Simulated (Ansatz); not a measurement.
Frontier orbitals of C2H6Cl2Zr, SMILES `[CH3][Zr]([CH3])([Cl])[Cl]`.

Charge 0, multiplicity 1. Correlated methods include outer-core shells of Zr, which these sets cover unevenly. Zr takes the def2 core potential. Geometry: relaxed with PBE0-D4/def2-TZVP. Basis def2-TZVPP, the Gaussian-basis code of Ansatz.

Orbital energies of one run (eV). Highest occupied ones, from the top: -7.92, -8.01, -9.05, -9.32, -9.34, -9.54, -10.00, -10.37, -11.06, -11.22, -11.33, -11.39, -18.60, -18.72. Empty: -2.07, -2.02, -1.28, -0.85, -0.58, -0.45.

Question: Which functional gave them?
A. B3LYP
B. ωB97X-V
C. BLYP
D. LDA (SPW92)

Answer: A. HOMO energies: B3LYP -7.92, LDA (SPW92) -6.92, BLYP -6.67, ωB97X-V -10.64 eV.

B3LYP here is the variant with VWN-RPA as its local correlation; programs differ in this.
